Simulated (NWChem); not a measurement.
Species: C₃H₄BNO; SMILES B1(C=CC=N1)O

```xyz
10

O      0.1185    -2.0802     0.0000
B      0.0524    -0.7424     0.0000
C      1.2633     0.2862     0.0000
C      0.6400     1.4760     0.0000
C     -0.8521     1.2374     0.0000
N     -1.2309     0.0176     0.0000
H     -0.7674    -2.4661     0.0000
H      2.3453     0.1471     0.0000
H      1.0892     2.4742     0.0000
H     -1.5676     2.0774     0.0000
```
Atoms are numbered in this order, from 1.

Results from NWChem. Pople sets run with spherical d functions. Geometry: optimised at PBE0/def2-SVP. Vertical excitations in the gas phase; the lowest state need not have the same character in each row.

For level B3LYP/6-31+G*, full TDDFT:

| Quantity | Result |
|---|---|
| lowest excitation, singlet (eV) | 3.12 |
| lowest state with f > 0.02, singlet (eV) | 3.76 |
| orbital gap (eV) | 4.54 |

### Question
What are these values for level PBE/6-31+G*, full TDDFT?

### Answer
The lowest excitation, singlet (eV) is 2.67. The lowest state with f > 0.02, singlet (eV) comes out as 5.66 and the orbital gap (eV) is 2.53.
